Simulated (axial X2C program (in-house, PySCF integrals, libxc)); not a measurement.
**Which molecule has these constants?**

Computed with an in-house all-electron X2C program for linear molecules (integrals from PySCF), spin-free (one-electron X2C) or two-component (2c: spin–orbit coupling with atomic mean-field Coulomb and Gaunt terms, which also bring small scalar terms), in Dyall basis sets with cores contracted in-house; open shells are unrestricted.

A two-component PBE0 calculation in a Dyall 3-zeta basis gave Re = 1.578 Å, ωe = 2256.6 cm⁻¹, De = 2.58 eV, dipole magnitude 1.19 D, Ω = 5/2.

Question: Which molecule is it?
A. OsH
B. NaOs
C. LiOs

Answer: A. The others have NaOs 2.799 Å and 202.9 cm⁻¹ (Ω = 7/2); LiOs 2.347 Å and 443.0 cm⁻¹ (Ω = 3/2).

Each entry is the lowest single determinant of a limited PBE0 search at one distance. De goes to single-determinant-based atoms at the same level (for ions the charge split of lowest energy) and is withheld (n/a) where an atom does not fit its ground term or J level. Main or longest-lived isotopes. One determinant is a doubtful description, or other states lie close, for OsH, NaOs, LiOs; these need not be ground states, and all values refer to the states named. With several unpaired electrons the Ω given is that of one determinant, not necessarily of the lowest component. The functionals have no current term, which raises determinants with orbital currents.
